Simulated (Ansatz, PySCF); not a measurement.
Process, species as SMILES: Cl[Se]Cl [chloro selenohypochlorite] + H+ → Cl[SeH+]Cl
Structures are relaxed separately at B3LYP-D3(BJ)/def2-TZVP in Ansatz (a program for electronic structure).

Property: proton affinity (enthalpy at 298 K, with B3LYP-D3(BJ) rigid-rotor harmonic-oscillator terms from PySCF), positive where the reaction releases energy, in eV. Cores are frozen in the correlated levels unless marked. Spin-orbit coupling is left out. Frozen are the shells of the preceding noble gas and the d and f shells that filled before the atom's block. No relativistic terms. Basis-set limits of correlation are two-point, X^-3; Hartree-Fock from the larger set. [CCSD(T)-MP2]/basis is that difference in the basis named.

```json
[
 {"level": "revPBE/def2-TZVPD", "program": "Ansatz", "proton affinity (eV)": "7.28"},
 {"level": "TPSS-D3(BJ)/def2-TZVPD", "program": "PySCF + dftd3", "proton affinity (eV)": "7.30"}
]
```

### Question
What does RI-MP2/CBS(def2-TZVPP,def2-QZVPP)+[CCSD(T)-MP2]/def2-TZVPP (Ansatz) give?

### Answer
7.12 eV, so TPSS-D3(BJ)/def2-TZVPD differs from it by 0.18 eV.
